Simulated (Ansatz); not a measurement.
Cost and result for the atomization energy of C2H6BBrS (11 atoms, 11 bonds).

```
atom   x (Å)   y (Å)   z (Å)
  S1  -0.159   1.664   0.801
  C2   1.072   0.918  -0.357
  B3  -0.268   0.170  -0.629
  C4  -0.503  -1.266  -0.015
 Br5  -2.321  -1.527   0.652
  H6   0.076   0.849   1.842
  H7   1.414   1.700  -1.028
  H8   1.890   0.464   0.196
  H9  -0.979   0.578  -1.500
 H10  -0.373  -2.030  -0.784
 H11   0.152  -1.520   0.820
```

The species carries charge 0 and has multiplicity 1. Correlated methods include outer-core shells of Br, which these sets cover unevenly. Scalar relativity is left out up to krypton. The bonds changed during the relaxation, so this is another structure than the one it started from. Geometry: relaxed with PBE0-D4/def2-TZVP. It is one conformer, not always the lowest. Program: Ansatz. All runs use 4 threads of an Arm Neoverse V1 on a shared host. Times are those of one run each, without the atoms' runs, and a repeat can differ threefold. Electronic energies, without spin–orbit coupling; frozen cores. CCSD(T)/CBS adds CCSD(T) − MP2 in def2-TZVPP to the MP2 limit, and its time is that of the two runs behind it. T1 = 0.010. With those shells the extrapolation isn't a true limit. B3LYP takes the VWN-RPA correlation (the form of Gaussian; ORCA's B3LYP/G).

CCSD(T)/CBS is a level of theory with its own doubt, some kJ/mol a heavy atom from the limit and from the frozen cores, so smaller differences don't rank the functionals.

```json
{"level": "PBE-D4/def2-TZVPP (with forces)", "functions": "267", "wall time": "3.4 s"}
{"level": "PBE0-D4/def2-TZVPP", "functions": "267", "wall time": "4.6 s"}
{"level": "r2SCAN-D4/def2-TZVPP (with forces)", "functions": "267", "wall time": "7 s"}
{"level": "B3LYP-D4/def2-TZVPP (with forces)", "functions": "267", "wall time": "7.5 s"}
{"level": "B2PLYP/def2-TZVPP", "functions": "267", "wall time": "8.5 s"}
{"level": "ωB97X-V/def2-TZVPP", "functions": "267", "wall time": "11 s"}
{"level": "ωB97M-V/def2-TZVPP (with forces)", "functions": "267", "wall time": "16 s"}
{"level": "MP2/def2-QZVPP", "functions": "510", "wall time": "38 s"}
{"level": "CCSD(T)/def2-TZVPP", "functions": "267", "wall time": "5.7 min"}
{"level": "CCSD(T)/CBS(def2)", "functions": "–", "wall time": "6.3 min"}
```

**Question.** What atomization energy does each give, and how far from CCSD(T)/CBS? (Estimate.)

**Answer.** The calculation gave: 
```csv
level,atomization (kJ/mol),difference from CCSD(T)/CBS,per bond
PBE-D4/def2-TZVPP (with forces),3964.6,100.6,9.1
PBE0-D4/def2-TZVPP,3910.0,46.0,4.2
r2SCAN-D4/def2-TZVPP (with forces),3902.0,38.0,3.5
B3LYP-D4/def2-TZVPP (with forces),3862.2,-1.8,-0.2
B2PLYP/def2-TZVPP,3818.7,-45.3,-4.1
ωB97X-V/def2-TZVPP,3875.4,11.4,1.0
ωB97M-V/def2-TZVPP (with forces),3885.2,21.2,1.9
MP2/def2-QZVPP,3889.9,25.9,2.4
CCSD(T)/def2-TZVPP,3769.1,-94.9,-8.6
CCSD(T)/CBS(def2),3864.0,0.0,0.0
```

The D4 term adds +44.8 kJ/mol with B3LYP and +23.5 kJ/mol with PBE0; it sums over pairs of atoms, weighted by their polarisabilities, and B3LYP, whose exchange is more repulsive, gets the larger term. In def2-TZVPP, CCSD(T) changes the Hartree–Fock value by +923.4 kJ/mol (the triples alone add +63.5 kJ/mol) and MP2 by +989.2 kJ/mol; breaking electron pairs costs correlation energy, which Hartree–Fock lacks. From PBE to PBE0 (25 % exact exchange), in def2-TZVPP and without D4, the atomization energy moves by −50.4 kJ/mol: exact exchange takes away binding that semilocal exchange gives to molecules.
